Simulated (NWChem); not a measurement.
The numbers come from NWChem runs, not from measurements. System: BCl, charge 0, spin multiplicity 1, at a geometry optimised with PBE0/def2-SVP. The structure started from a generated list of species. Level: RI-MP2/cc-pVTZ, 6 core orbitals frozen.

The NWChem input:

```
start mol
memory heap 200 mb stack 900 mb global 1100 mb
geometry units angstroms nocenter noautoz
  B      0.000000     0.000000    -1.328511
  Cl     0.000000     0.000000     0.390739
  symmetry group C2v
end
basis spherical
  * library cc-pvtz
end
basis "ri-mp2 basis" spherical
  * library cc-pvtz-ri
end
scf
  rhf
  nopen 0
  maxiter 100
  thresh 1e-7
  semidirect memsize 60000000 filesize 0
end
mp2
  freeze core 6
end
task rimp2 energy
```

NWChem printed:

```
             Northwest Computational Chemistry Package (NWChem) 7.3.0
             --------------------------------------------------------

                                NWChem Input Module
                                -------------------

 Scaling coordinates for geometry "geometry" by  1.889725989
 (inverse scale =  0.529177249)

 Turning off AUTOSYM since
 SYMMETRY directive was detected!

                             Geometry "geometry" -> ""
                             -------------------------

 Output coordinates in angstroms (scale by  1.889725989 to convert to a.u.)

  No.       Tag          Charge          X              Y              Z
 ---- ---------------- ---------- -------------- -------------- --------------
    1 B                    5.0000     0.00000000     0.00000000    -1.32851100
    2 Cl                  17.0000     0.00000000     0.00000000     0.39073900

 Effective nuclear repulsion energy (a.u.)      26.1626093733

            Nuclear Dipole moment (a.u.)
            ----------------------------
        X                 Y               Z
 ---------------- ---------------- ----------------
     0.0000000000     0.0000000000     0.0000151178

      Symmetry information
      --------------------

 Group name             C2v
 Group number             16
 Group order               4
 No. of unique centers     2

      Symmetry unique atoms

     1    2


 Summary of "ao basis" -> "" (spherical)
 ------------------------------------------------------------------------------
       Tag                 Description            Shells   Functions and Types
 ---------------- ------------------------------  ------  ---------------------
 *                          cc-pvtz                   on all atoms

 Summary of "ri-mp2 basis" -> "" (spherical)
 ------------------------------------------------------------------------------
       Tag                 Description            Shells   Functions and Types
 ---------------- ------------------------------  ------  ---------------------
 *                         cc-pvtz-ri                 on all atoms
[...]
 Summary of "ri-mp2 basis" -> "ri-mp2 basis" (spherical)
 ------------------------------------------------------------------------------
       Tag                 Description            Shells   Functions and Types
 ---------------- ------------------------------  ------  ---------------------
 B                         cc-pvtz-ri               23       81   8s6p5d3f1g
 Cl                        cc-pvtz-ri               32      122   10s8p7d5f2g

 SCF Reference Information:
            File: './mol.movecs'
           Title: ''
    Size (AOxMO):     64 x     64
       Total Occ:              22.00
 RI-MP2 Calculation Information:
          Nr. of AO basis functions:         64
     Nr. of fitting basis functions:        203
               Nr. of MO spin cases:          1
        Nr. of MOs to be correlated:         58
     Nr. of occupied MOs correlated:          5
      Nr. of virtual MOs correlated:         53

          RI integral approximation: 'V'
    Threshold for Schwarz screening:  1.000E-09
 Smallest eigenvalue retained in fit  1.000E-08
    Type of storage for MO integrals 'EAF library'

 Transformation block size    5, requiring     1 integral passes.
 XForm_3cInts: Completed     1:    5 pass.
 Energy evaluation using block sizes     5    5
 RIMP2_V_E2: Approx. ints. done (    1:    5,    1:    5)
 RIMP2_V_E2: Copy to B done (    1:    5,    1:    5)
 RIMP2_V_E2: Denominators done (    1:    5,    1:    5)
 RIMP2_V_E2: Completed block (    1:    5,    1:    5)

          -------------------------------------------
          SCF energy                -484.155973965879
          Correlation energy          -0.259515518606
          Total MP2 energy          -484.415489484485
          -------------------------------------------

 -----------------------
 Performance information
 -----------------------

 Timer overhead =  1.49D-07 seconds/call

               Nr. of calls         CPU time (s)                 Wall time (s)                GFlops
             ---------------    -------------------     ------------------------------   -------------------
Name         Min   Avg   Max    Min     Avg     Max     Min     Avg     Max   Mx/calls   Min     Max     Sum
Overall       1     1     1    1.0     1.0     1.0      1.0     1.0     1.0     1.0      0.0     0.0     0.0
3c integr     1     1     1   0.13    0.13    0.13     0.13    0.13    0.13    0.13      0.0     0.0     0.0
Energy        1     1     1   6.51E-3 6.51E-3 6.51E-3  6.51E-3 6.51E-3 6.51E-3 6.51E-3   0.0     0.0     0.0
3c integr     1     1     1   0.13    0.13    0.13     0.13    0.13    0.13    0.13      0.0     0.0     0.0
First 2/3     3     3     3   1.08E-3 1.08E-3 1.08E-3  1.08E-3 1.08E-3 1.08E-3 3.61E-4   0.0     0.0     0.0
Final 1/3     1     1     1   7.55E-4 7.55E-4 7.55E-4  7.55E-4 7.55E-4 7.55E-4 7.55E-4   0.0     0.0     0.0
Write 3c      1     1     1   1.57E-4 1.57E-4 1.57E-4  1.57E-4 1.57E-4 1.57E-4 1.57E-4   0.0     0.0     0.0
Read 3c i     1     1     1   6.15E-5 6.15E-5 6.15E-5  6.15E-5 6.15E-5 6.15E-5 6.15E-5   0.0     0.0     0.0
Fitting b     1     1     1   1.74E-2 1.74E-2 1.74E-2  1.74E-2 1.74E-2 1.74E-2 1.74E-2   0.0     0.0     0.0
Schwarz i     1     1     1   1.09E-2 1.09E-2 1.09E-2  1.09E-2 1.09E-2 1.09E-2 1.09E-2   0.0     0.0     0.0
Form 4ci      1     1     1   9.06E-4 9.06E-4 9.06E-4  9.06E-4 9.06E-4 9.06E-4 9.06E-4   0.0     0.0     0.0
Form A &      1     1     1   5.00E-3 5.00E-3 5.00E-3  5.00E-3 5.00E-3 5.00E-3 5.00E-3   0.0     0.0     0.0
Denominat     1     1     1   4.32E-5 4.32E-5 4.32E-5  4.32E-5 4.32E-5 4.32E-5 4.32E-5   0.0     0.0     0.0
Pair Ener     1     1     1   1.94E-4 1.94E-4 1.94E-4  1.94E-4 1.94E-4 1.94E-4 1.94E-4   0.0     0.0     0.0

 The average no. of pstat calls per process was 1.60D+01
 with a timing overhead of 2.38D-06s

 Task  times  cpu:        1.0s     wall:        1.0s

 Total times  cpu:        1.0s     wall:        1.0s
```
